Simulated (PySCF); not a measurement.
Adding and removing an electron: AsH

UHF; As def2-TZVPPD, H def2-TZVPPD; no relativity (PySCF 2.14). Neutral (UHF): triplet (π ↑↑), Re = 1.517 Å, ωe = 2281 cm⁻¹, De = 1.92 eV, HOMO -9.92 eV, LUMO 1.11 eV.

AsH⁺ (UHF): doublet (π ↑), Re = 1.516 Å, ωe = 2336 cm⁻¹, De = 2.14 eV to As⁺ + H. The energies at the minima are -2234.76476 hartree for AsH and -2234.42588 for AsH⁺.

(1) Work out the adiabatic ionisation energy, without and with harmonic zero-point energies (1 hartree = 27.2114 eV, 1 eV = 8065.5 cm⁻¹), and the change of the bond length.

Spin–orbit coupling is left out. For an ion De counts to the pair picked by the measured ionisation energies or electron affinities, which need not be the lowest pair at this level. Hartree–Fock leaves out correlation, which carries a large part of most bond energies and some tenths to 1 eV of ionisation energies. States were picked by a PBE0 search and need not be the measured ground states.

Answers

(1) At UHF: 0.33888 hartree = 9.221 eV between the minima; the zero-point term (2336.0 − 2281.0)/2 cm⁻¹ = +0.003 eV makes it 9.225 eV. Re changes by -0.1 pm against the neutral. The electron leaves a π orbital, which is non-bonding in a hydride.
